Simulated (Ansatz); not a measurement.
CH3Be (SMILES [Be][CH3]), doublet, geometry from GFN2-xTB (such geometries of metal compounds can be far from the true shape) (the spin is typed, not shown lowest); B3LYP/pcseg-1 (Ansatz, a first-principles code).

Ansatz was given this input:
Ansatz 0.2 input:
```yaml
crystal:
  periodic: [false, false, false]
  atoms:
    - {symbol: Be, position_ang: [-0.90817674, -0.55777950, -0.75170537]}
    - {symbol: C, position_ang: [0.30312316, 0.18617069, 0.25089754]}
    - {symbol: H, position_ang: [0.87268729, -0.53036653, 0.84575680]}
    - {symbol: H, position_ang: [-0.10734194, 0.89666248, 0.97090187]}
    - {symbol: H, position_ang: [1.04862262, 0.74779794, -0.31522242]}
basis:
  gaussian:
    orbitals: pcseg-1.json
hamiltonian:
  xc: b3lyp
magnetization: {spin_polarized: true, initial_magnetization: 1}
```
The basis file holds pcseg-1 in the JSON format of the Basis Set Exchange.

Q: Predict the main parts of the log of this Ansatz run.

A: 
```
Functional definition: B3LYP
450 factors; integrals over basis functions are off by at most 4.7e-4 eV
mean field evaluation 1: about -1478.1415 eV, gradient 3.7e1 eV
mean field evaluation 2: about -1470.3602 eV, gradient 4.8e1 eV
mean field evaluation 4: about -1485.3130 eV, gradient 3.1e-1 eV
mean field evaluation 8: about -1485.3045 eV, gradient 1.4e-2 eV
mean field evaluation 16: about -1485.3045 eV, gradient 2.7e-5 eV
mean field -1485.30449702 eV, -54.5839334900 hartree, gradient 2.7e-5 eV, S^2 0.750780; 0 other end points of the search recorded, 0 dependent functions left out
reference -1485.30469775 eV, -54.5839408668 hartree; 7, 6 occupied and 31, 32 virtual orbitals, 450 factors
Total energy: -1485.30469775 eV, -54.5839408668 hartree
```
